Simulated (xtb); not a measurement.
Mg(Cl)(NH2) (ClH2MgN), SMILES [Mg]([Cl])[NH2]. All values are semi-empirical tight-binding results from xtb (GFN2-xTB unless named), good for trends rather than for accurate numbers. Geometry optimised at GFN2-xTB. One conformer was computed; it need not be the lowest.

Optimised geometry:

Bond lengths (Å): Mg1–Cl2 2.131, Mg1–N3 1.891, N3–H4 1.015, N3–H5 1.015. Angles (°): Cl2–Mg1–N3 138.1, Mg1–N3–H4 114.7, Mg1–N3–H5 113.1, H4–N3–H5 105.7.

The geometry has at least one imaginary mode, so it is a saddle point at that level.

For metal compounds this method's bond lengths and energies can be far off.

Computed properties:
- orbital gap: 2.01 eV

Computed atomic charges and the Wiberg bond orders between heavy atoms:
charges (e) Mg1 0.44, Cl2 -0.31, N3 -0.45, H4 0.16, H5 0.16. Bond orders Mg1–Cl2 0.99, Mg1–N3 1.02.
